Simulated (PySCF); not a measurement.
## Simulated absorption spectrum

BCl₂H₇Si₄.
Z-matrix (Å and degrees, PBE0-D3(BJ)/def2-SVP geometry), rows numbered from 1:
```
Cl
B   1  1.7474
Cl  2  1.7582  1  118.16
Si  2  2.0042  1  123.71  3  -179.78
Si  4  2.3700  2  106.73  1   133.17
Si  5  2.3661  4   89.17  2    85.97
Si  6  2.3645  5   87.04  4    20.80
H   4  1.4938  2  113.73  1    -0.80
H   5  1.4948  4  117.75  2   -37.63
H   5  1.4977  4  109.83  2  -163.68
H   6  1.4959  5  116.23  4   138.70
H   6  1.4928  5  113.20  4   -93.31
H   7  1.4976  4  109.98  2   163.94
H   7  1.4950  4  117.69  2    37.83
```

Method used: PySCF, TDDFT wB97X-D/def2-SVPD, vertical, gas phase, core orbitals frozen in the response.

Each state is given a Gaussian of 0.25 eV full width at half maximum, with ε(max) = 2.175×10⁸ f / Δν̃ (Δν̃ the width in cm⁻¹). The width is an assumption, not a result. The curve ends short of the highest state used, and states not computed would add to its high-energy end.

(λ (nm), ε (L mol⁻¹ cm⁻¹)): (211.3, 969), (212.9, 1304), (214.5, 1554), (216.1, 1639), (217.6, 1544), (219.2, 1304), (220.8, 1020), (222.4, 795), (224.0, 683), (225.6, 677), (227.2, 727), (228.8, 780), (230.3, 817), (231.9, 894), (233.5, 1157), (235.1, 1843), (236.7, 3236), (238.3, 5555), (239.9, 8793), (241.5, 12601), (243.0, 16080), (244.6, 18902), (246.2, 20133), (247.8, 19500), (249.4, 17235), (251.0, 13949), (252.6, 10372), (254.2, 7111), (255.7, 4651), (257.3, 2756), (258.9, 1533), (260.5, 823), (262.1, 460), (263.7, 313), (265.3, 291), (266.9, 335), (268.4, 403), (270.0, 478), (271.6, 538), (273.2, 569), (274.8, 566), (276.4, 530), (278.0, 468), (279.6, 391), (281.1, 314), (282.7, 236), (284.3, 168), (285.9, 115), (287.5, 74), (289.1, 46), (290.7, 27), (292.3, 15), (293.9, 8), (295.4, 5), (297.0, 2), (298.6, 1)

Question: Locate the maxima and give the states behind the curve.

Answer: 274 nm (4.53 eV), ε about 570, made up of S1 (100%); 246 nm (5.03 eV), ε about 20000, made up of S2 (100%); 216 nm (5.74 eV), ε about 1600, made up of S6 (80%) and S8 (17%) (ε in L mol⁻¹ cm⁻¹; maxima over ε = 5, shares over 10%). The states used: S1 4.53 eV (f 0.0053); S2 5.03 eV (f 0.187); S3 5.28 eV (f 0.0001); S4 5.39 eV (f 0.0063); S5 5.52 eV (f 0.0009); S6 5.72 eV (f 0.012); S7 5.80 eV (f 0.0003); S8 5.84 eV (f 0.0041); S9 6.25 eV (f 0.0054); S10 6.47 eV (f 0.012).

Question: Coming from long wavelengths, where does ε first pass 100 L mol⁻¹ cm⁻¹?

Answer: At about 286 nm (4.33 eV), 0.20 eV below S1.

Question: On this curve, what absorbance would a 10⁻⁵ mol/L sample give at 222 nm over a 1 cm path?

Answer: 222 nm is 5.585 eV, where ε is about 840 L mol⁻¹ cm⁻¹, so A = ε c l ≈ 0.0084 (Beer–Lambert, with the gas-phase spectrum and the assumed width).

Question: What would ε be at 5.03 eV, the highest of these maxima, with half the width (0.125 eV)?

Answer: About 40300 L mol⁻¹ cm⁻¹ against 20200, a factor of about 2.00; a lone state at its own centre would give exactly 2.

All these states lie below the vertical ionisation energy of 9.35 eV (ΔSCF).

One conformer stands for the species.
